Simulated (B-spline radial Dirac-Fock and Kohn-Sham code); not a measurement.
Magnetic form factor of the 3d shell of Sn³⁰⁺

System: the Sn³⁰⁺ ion in the configuration [Ar] 3d2.

Input file task.json (cfg lists n, l and occupation; rrms is the nuclear radius in fm):

```json
{"items": [{
  "Z": 50,
  "q": 30,
  "cfg": [[1, 0, 2], [2, 0, 2], [2, 1, 6], [3, 0, 2], [3, 1, 6], [3, 2, 2]],
  "A": 120,
  "rrms": 4.6519,
  "do": ["scatter"],
  "s": [0.0, 0.05, 0.1, 0.15, 0.2, 0.25, 0.3, 0.35, 0.4, 0.45, 0.5, 0.6, 0.7, 0.8, 0.9, 1.0, 1.1, 1.2, 1.4, 1.6, 1.8, 2.0, 2.5, 3.0, 3.5, 4.0, 5.0, 6.0],
  "pz": [0, 0.1, 0.2, 0.3, 0.4, 0.5, 0.6, 0.8, 1.0, 1.2, 1.4, 1.6, 1.8, 2.0, 2.5, 3.0, 4.0, 5.0, 7.0, 10.0, 15.0, 20.0, 30.0, 40.0, 60.0, 100.0],
  "hv_scatter": [1000, 2000, 10000, 17479.3, 20000, 30000, 50000, 100000]
}]}
```

Command: `python xray_run.py task.json out`

Method: Dirac-Fock orbitals of the configuration average with a finite nucleus. Computed with an atomic code on a B-spline grid. ⟨j_K⟩ is the integral of the 3d radial density with the spherical Bessel function j_K(4πsr), s = sin θ/λ.

```
s (Å⁻¹)    ⟨j0⟩    ⟨j2⟩    ⟨j4⟩
      0  1.0000  0.0000  0.0000
   0.05  0.9984  0.0006  0.0000
    0.1  0.9936  0.0026  0.0000
   0.15  0.9857  0.0057  0.0000
    0.2  0.9746  0.0101  0.0000
   0.25  0.9607  0.0156  0.0001
    0.3  0.9439  0.0222  0.0002
   0.35  0.9244  0.0297  0.0004
    0.4  0.9024  0.0382  0.0006
   0.45  0.8781  0.0474  0.0010
    0.5  0.8518  0.0572  0.0015
    0.6  0.7937  0.0784  0.0029
    0.7  0.7302  0.1007  0.0051
    0.8  0.6631  0.1230  0.0082
    0.9  0.5944  0.1445  0.0123
      1  0.5257  0.1644  0.0173
    1.1  0.4587  0.1819  0.0232
    1.2  0.3945  0.1966  0.0299
    1.4  0.2787  0.2165  0.0453
    1.6  0.1831  0.2236  0.0617
```

Radial moments of the shell: ⟨r²⟩ = 0.08715, ⟨r⁴⟩ = 0.01283, ⟨r⁶⟩ = 0.002868 in powers of bohr.
